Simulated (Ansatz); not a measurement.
The same atomization along the group C, Si, Ge, Sn.

Gas-phase electronic energies from Ansatz, PBE0-D4/def2-TZVP geometries. CBS: MP2 limit from def2 TZ/QZ plus the TZ coupled-cluster correction, frozen cores. This one scheme is used for every species, atoms too. DFT in def2-TZVPP. No spin–orbit coupling; open shells (•) take unrestricted orbitals. Spin–orbit coupling would lower the free atoms: a little for C, Cl, O, Si; clearly for Ge; strongly for Sn. def2 core potentials past Kr. For Ge, Sn outer-core shells are correlated without core-valence functions, so the limit isn't a true one: a few kJ/mol of doubt a bond, and 10 to 20 or more in all where bonds break to atoms. Scalar relativity is left out up to krypton. Each species was taken in one conformer, which may not be the lowest.

| reaction | CCSD(T)/CBS(def2) (kJ/mol) |
| --- | --- |
| `OC(O)(Cl)Cl` → C• + 2 Cl• + 2 H• + 2 O• | 2427 |
| `O[Si](O)(Cl)Cl` → Si• + 2 Cl• + 2 H• + 2 O• | 2707 |
| `[OH][Ge]([OH])([Cl])[Cl]` → Ge• + 2 Cl• + 2 H• + 2 O• | ? |
| `[OH][Sn]([OH])([Cl])[Cl]` → Sn• + 2 Cl• + 2 H• + 2 O• | 2278 |

**Question.** Fill in the missing values. (Estimate.)

**Answer.** The calculation gave: `[OH][Ge]([OH])([Cl])[Cl]` → Ge• + 2 Cl• + 2 H• + 2 O•: +2403.6 kJ/mol.

Largest T1 diagnostic: 0.013, for `[OH][Sn]([OH])([Cl])[Cl]`.

For atomizations the MP2-based limit and the directly extrapolated one differ by several kJ/mol either way, and by 10 to 25 for some Ge, Se and Sn compounds, so smaller differences from it don't rank the levels.
